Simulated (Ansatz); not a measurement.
Reaction (isomerisation): `CO[SiH](C)S` → `OCC[SiH2]S`

Gas-phase electronic energies from Ansatz, PBE0-D4/def2-TZVP geometries. CCSD(T)/CBS is the MP2 limit (def2-TZVPP, def2-QZVPP) plus CCSD(T) − MP2 in def2-TZVPP, frozen cores. Functionals use def2-TZVPP. B3LYP here is the variant with VWN-RPA as its local correlation; programs differ in this. One conformer a species, not always the lowest.

```json
{"level": "PBE-D4", "ΔE (kJ/mol)": "131.6", "difference from CCSD(T)/CBS": "-7.8"}
{"level": "PBE0-D4", "ΔE (kJ/mol)": "133.7", "difference from CCSD(T)/CBS": "-5.7"}
{"level": "B3LYP-D4", "ΔE (kJ/mol)": "143.7", "difference from CCSD(T)/CBS": "4.3"}
{"level": "ωB97X-V", "ΔE (kJ/mol)": "137.5", "difference from CCSD(T)/CBS": "-1.9"}
{"level": "ωB97M-V", "ΔE (kJ/mol)": "139.8", "difference from CCSD(T)/CBS": "0.4"}
{"level": "B2PLYP", "ΔE (kJ/mol)": "144.8", "difference from CCSD(T)/CBS": "5.4"}
{"level": "r2SCAN", "ΔE (kJ/mol)": "143.6", "difference from CCSD(T)/CBS": "4.2"}
{"level": "PBE0", "ΔE (kJ/mol)": "134.4", "difference from CCSD(T)/CBS": "-5.0"}
{"level": "B3LYP", "ΔE (kJ/mol)": "145.1", "difference from CCSD(T)/CBS": "5.7"}
{"level": "HF/def2-TZVPP", "ΔE (kJ/mol)": "151.8", "difference from CCSD(T)/CBS": "12.4"}
{"level": "SCS-MP2/def2-TZVPP", "ΔE (kJ/mol)": "141.6", "difference from CCSD(T)/CBS": "2.2"}
{"level": "CCSD/def2-TZVPP", "ΔE (kJ/mol)": "139.4", "difference from CCSD(T)/CBS": "0.0"}
{"level": "CCSD(T)/def2-TZVPP", "ΔE (kJ/mol)": "137.8", "difference from CCSD(T)/CBS": "-1.6"}
{"level": "MP2/def2-QZVPP", "ΔE (kJ/mol)": "142.7", "difference from CCSD(T)/CBS": "3.3"}
{"level": "MP2/CBS(def2)", "ΔE (kJ/mol)": "142.7", "difference from CCSD(T)/CBS": "3.3"}
{"level": "CCSD/CBS(def2)", "ΔE (kJ/mol)": "141.0", "difference from CCSD(T)/CBS": "1.6"}
{"level": "CCSD(T)/CBS", "ΔE (kJ/mol)": "139.4", "difference from CCSD(T)/CBS": "0"}
```

Largest T1 diagnostic among the species: 0.011.

In def2-TZVPP, CCSD(T) changes the Hartree–Fock value by −14.0 kJ/mol (the triples alone add −1.6 kJ/mol) and MP2 by −10.6 kJ/mol.
